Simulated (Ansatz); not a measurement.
n-GeGeGeGeGeH12 (Ge₅H₁₂). Total charge 0; singlet. Geometry PBE0-D4/def2-SVP; atoms count from 1.

```xyz
17

Ge    2.5089    0.7383    0.5305
Ge    1.2189   -1.2251    1.1342
Ge   -1.0838   -0.5862    1.5610
Ge   -1.7759    0.9196   -0.2122
Ge   -1.3006   -0.0808   -2.3683
H     2.4208    1.7866    1.6543
H     3.9884    0.3826    0.2969
H     1.9387    1.3571   -0.7598
H     1.8372   -1.9087    2.3698
H     1.2516   -2.2297   -0.0357
H    -1.9943   -1.8305    1.5871
H    -1.1832    0.1150    2.9309
H    -3.2775    1.2534   -0.1039
H    -0.9820    2.2364   -0.0743
H    -1.5769    0.9083   -3.5156
H    -2.1712   -1.3351   -2.5716
H     0.1809   -0.5014   -2.4232
```

Another isomer (singlet) lies 0.11 eV lower at PBE0-D4/def2-TZVP; other spin states weren't run for this one.

Q: Estimate the Mulliken populations from the PBE0/def2-TZVP orbitals of Ansatz.

A: 
```
atom  charge (e)
 Ge1       -0.04
 Ge2       -0.09
 Ge3       -0.02
 Ge4       -0.10
 Ge5       -0.03
  H6        0.02
  H7        0.02
  H8        0.02
  H9        0.03
 H10        0.03
 H11        0.02
 H12        0.02
 H13        0.03
 H14        0.03
 H15        0.02
 H16        0.02
 H17        0.02
```
Mulliken values and Mayer orders depend strongly on the basis.

Q: And the Mayer bond orders between bonded heavy atoms (over 0.3)?

A: Ge1–Ge2 0.89 (2.43 Å); Ge2–Ge3 0.88 (2.43 Å); Ge3–Ge4 0.88 (2.43 Å); Ge4–Ge5 0.89 (2.42 Å).
